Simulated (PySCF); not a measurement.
C₅H₉Cl, SMILES C1C(C)(C1)CCl.

The structure is a stationary point at PBE0-D3(BJ)/def2-SVP. Other conformers were not sampled.

Computed with TDDFT-B3LYP/def2-SVPD in PySCF.

Vertical excitations. Gas-phase values at a fixed geometry.

Question: Give excitation energies, oscillator strengths and character. (An estimate is asked for; the answer gives what the named calculation found.)

Answer: 
```json
[
 {"state": "S1", "energy (eV)": "7.14", "λ (nm)": "174", "f": "0.011", "main pairs": "HOMO−1→LUMO 41 %, HOMO→LUMO 24 %, HOMO−2→LUMO 13 %, HOMO−1→LUMO+1 12 %"},
 {"state": "S2", "energy (eV)": "7.16", "λ (nm)": "173", "f": "0.019", "main pairs": "HOMO→LUMO 41 %, HOMO−1→LUMO 32 %, HOMO−1→LUMO+1 9 %, HOMO−2→LUMO 8 %"},
 {"state": "S3", "energy (eV)": "7.30", "λ (nm)": "170", "f": "0.034", "main pairs": "HOMO−2→LUMO 48 %, HOMO→LUMO 33 %, HOMO−2→LUMO+1 8 %, HOMO→LUMO+1 7 %"},
 {"state": "S4", "energy (eV)": "7.55", "λ (nm)": "164", "f": "0.051", "main pairs": "HOMO→LUMO+1 77 %"},
 {"state": "S5", "energy (eV)": "7.61", "λ (nm)": "163", "f": "0.006", "main pairs": "HOMO−1→LUMO+1 66 %, HOMO−1→LUMO 20 %"},
 {"state": "S6", "energy (eV)": "7.71", "λ (nm)": "161", "f": "0.012", "main pairs": "HOMO−2→LUMO+1 76 %, HOMO−2→LUMO 15 %"},
 {"state": "S7", "energy (eV)": "7.83", "λ (nm)": "158", "f": "0.044", "main pairs": "HOMO−3→LUMO 82 %"},
 {"state": "S8", "energy (eV)": "8.08", "λ (nm)": "154", "f": "0.006", "main pairs": "HOMO→LUMO+2 88 %"},
 {"state": "S9", "energy (eV)": "8.11", "λ (nm)": "153", "f": "0.006", "main pairs": "HOMO−3→LUMO+1 86 %"},
 {"state": "S10", "energy (eV)": "8.22", "λ (nm)": "151", "f": "0.031", "main pairs": "HOMO→LUMO+3 91 %"},
 {"state": "T1", "energy (eV)": "6.53", "λ (nm)": "190", "f": "0", "main pairs": "HOMO−1→LUMO 54 %, HOMO−1→LUMO+1 24 %"},
 {"state": "T2", "energy (eV)": "6.59", "λ (nm)": "188", "f": "0", "main pairs": "HOMO−2→LUMO 36 %, HOMO→LUMO 19 %, HOMO−2→LUMO+1 18 %, HOMO→LUMO+1 8 %"},
 {"state": "T3", "energy (eV)": "7.07", "λ (nm)": "175", "f": "0", "main pairs": "HOMO→LUMO 68 %, HOMO−2→LUMO 18 %"},
 {"state": "T4", "energy (eV)": "7.37", "λ (nm)": "168", "f": "0", "main pairs": "HOMO→LUMO+1 82 %"}
]
```
Triplets are in the Tamm–Dancoff approximation, which puts them higher than full response would, so one can lie above its singlet here.
